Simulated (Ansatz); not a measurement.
A made-up structure of CH₂BTe (charge +1), closed shell:

```csv
atom,x (Å),y (Å),z (Å)
B1,-0.9312,-0.9960,-0.5259
C2,-0.1366,-0.0419,0.0963
Te3,0.6604,1.2276,1.2404
H4,-1.5735,-1.8004,-1.0841
H5,0.5966,-0.2554,0.8315
```

It is relaxed with PBE-D4/def2-SVP and then PBE0-D4/def2-TZVP (Ansatz 0.2.0). Atoms count as bonded within 1.22 times the sum of their covalent radii (H–H: 0.88 Å). The end point is not checked to be a true minimum.

Problem. Does its bonding change? (Judge from chemistry; the calculation decides.)

Solution. Computed: Yes. Formed: B1–Te3; broken: Te3–H5.

Where it ends: The first stage lowers the energy by 4.17 eV in 13 steps. It ends as CH₂BTe ([BH]1[CH][Te]1), total charge +1:
B1  (-0.859, -0.588, -0.360)
C2  (0.315, -0.546, 0.501)
Te3  (-0.306, 1.343, 0.487)
H4  (-1.683, -1.047, -1.063)
H5  (1.149, -1.029, 0.994)
(Å)

Labels in which every atom is bracketed show which atoms are joined, not bond orders.

For scale, one of the runs: PBE0-D4/def2-TZVP relaxation, 124 basis functions, launched by `ansatz run in.yaml --threads 2 --pin off --events-out ev --progress --plain --max-ram 4352MiB`. The run took about 19 s on 2 CPU threads of an Intel Xeon Platinum 8259CL (shared host).
